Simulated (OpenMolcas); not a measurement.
## Ru2+: the spin-orbit constant, worked from levels

- Program: OpenMolcas 26.06
- Basis: ANO-RCC-VTZP [7s6p4d2f1g]
- Scalar Hamiltonian: DKH2, point nucleus
- Active space: 6 electrons in 9 orbitals (RAS2 4d 5s; RAS3 5p, at most 2 electrons)
- State averaging: 2S+1 = 5 even, 30 roots; 2S+1 = 7 even, 1 root kept (CI in the orbitals of an earlier block); 2S+1 = 3 even, 87 roots kept (CI in the orbitals of an earlier block); 2S+1 = 1 even, 85 roots kept (CI in the orbitals of an earlier block); 2S+1 = 5 odd, 54 roots (12 in the spin-orbit step); 2S+1 = 7 odd, 3 roots kept (CI in the orbitals of an earlier block); 2S+1 = 3 odd, 89 roots kept (CI in the orbitals of an earlier block, 0 in the spin-orbit step); 2S+1 = 1 odd, 31 roots kept (CI in the orbitals of an earlier block, 0 in the spin-orbit step)
- Spin-orbit coupling: RASSI with atomic mean-field integrals over the reference wave functions, term energies averaged over their components

Methods: RASSCF; MS-RASPT2, IPEA 0.25 Eh, imaginary shift 0.1 Eh (closed shells correlated: 4s 4p). Measured levels: Moore, Atomic Energy Levels, vol. III, NSRDS-NBS 35 (1971 reprint of NBS Circular 467, 1958).

**The spin-orbit constant.** For the Hund term ⁵D of d6, E(J) = (A/2) J(J+1) + constant and ζ = -2S·A = -4A. From J = 0 to J = 4 the energy changes by 10 A.

```csv
Source,E(4) - E(0),A,ζ
RASSCF,-2662.2,-266.2,1065
MS-RASPT2,-2639.5,-263.9,1056
measured,-2476.0,-247.6,990
```

All in cm-1. MS-RASPT2 is off by +6.6 % and RASSCF by +7.5 %. Both methods take the spin-orbit matrix elements from the reference wave functions, so the second can move ζ only through the term energies and any multistate remixing. Second-order mixing with other terms is absorbed into this ζ.

CASPT2 breaks the degeneracy within a term, and the mean is taken; among the terms shown or strongly mixed into the levels shown the widest spread is 20 cm-1 (4d⁶ ⁵D, MS-RASPT2). Some high roots are left out of the spin-orbit mixing, which shifts the levels that they would mix with. Without dynamic correlation excited terms often stand tens of per cent too high (terms of higher spin than the ground term too low), and those without a measured partner can miss by more than the paired ones (holds for RASSCF). Blocks of more than 70 roots (2S+1 = 3 even, 1 even) ran without multistate coupling (holds for MS-RASPT2). Computed and measured levels are paired by configuration, term and J; levels that our copy of the source lacks, or whose pairing is in doubt (as where it misses far off the trend of its configuration), stay unpaired and out of the deviations. Levels of configurations outside the active space are missing.
